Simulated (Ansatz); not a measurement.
Program: Ansatz. Geometries: PBE0-D4/def2-TZVP. ΔE: electronic, gas phase. CBS: MP2 limit from def2 TZ/QZ plus the TZ coupled-cluster correction, frozen cores. def2 core potentials past Kr. For Sn outer-core shells are correlated without core-valence functions, which leaves a few kJ/mol of doubt a bond. Each species was taken in one conformer, which may not be the lowest.

Reaction (formal exchange of groups at a C–Si bond): `[SiH3][SiH2]CCl` + `[CH3][SnH3]` → `[CH3][SnH2][CH2]Cl` + disilane

`[SiH3][SiH2]CCl`:

```xyz
11

Si   -0.486    1.701   -0.647
Si    0.817   -0.172   -0.106
C    -0.263   -1.484    0.717
Cl    0.711   -2.920    1.139
H     0.353    2.746   -1.291
H    -1.576    1.318   -1.586
H    -1.103    2.272    0.581
H     1.420   -0.749   -1.336
H     1.903    0.214    0.833
H    -0.712   -1.112    1.639
H    -1.065   -1.815    0.057
```

`[CH3][SnH3]`:

```xyz
8

C    -0.505   -0.876   -0.549
Sn    0.434    0.753    0.472
H    -1.292   -1.302    0.074
H     0.230   -1.650   -0.770
H    -0.943   -0.526   -1.484
H    -0.717    1.966    0.827
H     1.129    0.207    1.935
H     1.664    1.428   -0.505
```

`[CH3][SnH2][CH2]Cl`:

Z-matrix (Å, degrees):
```
C
Sn 1 2.134
H 1 1.090 2 109.0
H 1 1.090 2 110.4 3 -120.0
H 1 1.090 2 110.0 3 119.6
C 2 2.162 1 107.9 3 -52.1
H 2 1.715 1 111.6 3 -170.8
H 2 1.709 1 111.6 3 66.2
Cl 6 1.785 2 110.1 1 52.9
H 6 1.089 2 111.3 1 -66.1
H 6 1.089 2 111.6 1 172.1
```

`[SiH3][SiH3]`:

Cartesian coordinates in Å:
```
Si -0.464 0.179 -1.058
Si 0.464 -0.179 1.058
H -1.325 1.392 -1.045
H 0.612 0.370 -2.067
H -1.293 -0.989 -1.461
H -0.612 -0.366 2.068
H 1.296 0.987 1.460
H 1.323 -1.394 1.046
```

| species | CCSD/CBS(def2) energy (Eh) |
| --- | --- |
| `[SiH3][SiH2]CCl` | -1080.16171 |
| `[CH3][SnH3]` | -255.64753 |
| `[CH3][SnH2][CH2]Cl` | -754.07271 |
| `[SiH3][SiH3]` | -581.73421 |

Problem. Work out ΔE.

Solution. ΔE = (-754.07271) + (-581.73421) − (-1080.16171) − (-255.64753) = 0.00232 Eh = +6.1 kJ/mol. CCSD(T)/CBS gives +5.3 kJ/mol.

Largest T1 diagnostic among the species: 0.013.

In def2-TZVPP, CCSD(T) changes the Hartree–Fock value by −5.4 kJ/mol (the triples alone add −0.8 kJ/mol) and MP2 by −7.9 kJ/mol.
